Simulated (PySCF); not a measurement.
# Spin-rotation constants: `InChI=1S/C2H8SSi/c1-4(2)3/h3-4H,1-2H3`

Molfile (atoms numbered from 1):
```
C2H8SSi
     RDKit          3D

 12 11  0  0  0  0  0  0  0  0999 V2000
   -0.9028    1.2993   -0.1845 C   0  0  0  0  0  0  0  0  0  0  0  0
   -0.0145   -0.2308    0.5046 Si  0  0  0  0  0  4  0  0  0  0  0  0
    1.6527   -0.5317   -0.3390 C   0  0  0  0  0  0  0  0  0  0  0  0
   -1.2133   -1.9873    0.0808 S   0  0  0  0  0  0  0  0  0  0  0  0
   -0.3246    2.1978    0.0066 H   0  0  0  0  0  0  0  0  0  0  0  0
   -1.0506    1.2237   -1.2589 H   0  0  0  0  0  0  0  0  0  0  0  0
   -1.8793    1.4339    0.2730 H   0  0  0  0  0  0  0  0  0  0  0  0
    0.1086   -0.1494    1.9625 H   0  0  0  0  0  0  0  0  0  0  0  0
    2.3415    0.2840   -0.1421 H   0  0  0  0  0  0  0  0  0  0  0  0
    2.1105   -1.4487    0.0199 H   0  0  0  0  0  0  0  0  0  0  0  0
    1.5407   -0.6229   -1.4163 H   0  0  0  0  0  0  0  0  0  0  0  0
   -2.3676   -1.4686    0.4675 H   0  0  0  0  0  0  0  0  0  0  0  0
  1  2  1  0
  2  3  1  0
  2  4  1  0
  1  5  1  0
  1  6  1  0
  1  7  1  0
  2  8  1  0
  3  9  1  0
  3 10  1  0
  3 11  1  0
  4 12  1  0
M  END
```

Level of theory: GIAO KT2/6-31G* magnetisability, rotational g tensor and spin-rotation constants, non-relativistic, gas phase (PySCF 2.14.0). Geometry: GFN2-xTB.

Task: Give the nuclear spin-rotation constants along the inertial axes (H = +C I·J) beside the isotropic shieldings.

Result: Rotational constants 5.1088, 3.1335, 2.1982 GHz. A star marks the isotopologue with that one atom substituted, in its own axes.
```tsv
atom	isotope	Caa (kHz)	Cbb (kHz)	Ccc (kHz)	mean (kHz)	σ (ppm)
H5	1H	0.016	-0.364	-0.256	-0.201	32.2
H6	1H	-0.625	-0.367	0.029	-0.321	32.1
H7	1H	-0.511	-0.059	-0.244	-0.272	32.3
H8	1H	-0.469	-0.263	0.116	-0.205	26.9
H9	1H	0.003	-0.356	-0.258	-0.204	32.3
H10	1H	-0.474	-0.079	-0.235	-0.263	32.0
H11	1H	-0.622	-0.361	0.024	-0.320	32.1
H12	1H	-0.656	-0.028	-0.287	-0.324	32.9
C1	13C*	0.512	0.348	0.249	0.370	190.7
Si2	29Si*	-2.790	-1.747	-1.313	-1.950	405.7
S4	33S*	0.762	0.320	0.391	0.491	743.8
```
For the geometry as given, no vibrational averaging.
